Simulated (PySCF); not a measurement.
# Computed properties of Al(H)2(OiPr) (C3H9AlO), SMILES CC(C)[O][AlH2]

Al(H)2(OiPr) (C3H9AlO), SMILES CC(C)[O][AlH2]. Geometry: PBE0-D3(BJ)/def2-SVP. The structure was generated by enumeration; whether it is a known compound was not checked. One conformer was computed; it need not be the lowest. All values are computed for the isolated molecule unless a solvent is named; none is compared with measurement here.

**Structure.** The optimised structure has Cs symmetry. All 36 harmonic modes at PBE0-D3(BJ)/def2-SVP (PySCF) are real, so it is a minimum. With heavy atoms numbered as in [AlH2:1][O:4][CH:5]([CH3:6])[CH3:7], the shortest bond between them is O4–C5 at 1.401 Å and the longest Al1–O4 at 1.700 Å.

**Vibrations.** The strongest infrared lines (harmonic, unscaled, degenerate partners summed) lie at 1253 cm⁻¹ (318 km/mol, C 48 %, O 38 %, H 13 %), 799 cm⁻¹ (283 km/mol, H 88 %, Al 9 %), 622 cm⁻¹ (251 km/mol, H 85 %, Al 13 %). The softest mode is at 39 cm⁻¹ and the zero-point energy is 70.3 kcal/mol.

**Electronic structure.** B3LYP/def2-TZVP (PySCF) places the frontier levels at -7.55 and -1.16 eV, a gap of 6.39 eV, and gives a dipole moment of 1.10 D and a mean polarisability of 68.0 bohr³. PBE/def2-TZVP (PySCF) at the same geometry gives -6.34 and -1.71 eV, so its gap is 1.76 eV narrower. An orbital gap is neither the optical nor the fundamental gap.

**Excitations.** TDDFT-CAM-B3LYP/def2-SVPD (PySCF) has S1 at 5.59 eV (222 nm, f = 0.001, dark); the most intense of the 10 singlets computed lies at 8.55 eV (f = 0.10). T1 (TDA) is at 5.21 eV. TDDFT-PBE/def2-SVPD (PySCF) puts S1 at 4.70 eV. No vertical singlet excitation falls in the visible range (under 3.1 eV).

**NMR.** GIAO shifts at KT2/pcSseg-1 (PySCF) (non-relativistic, atoms alike by connectivity averaged): ¹³C from 32.9 to 73.2 ppm against TMS; ¹H from 1.6 to 5.1 ppm against TMS.
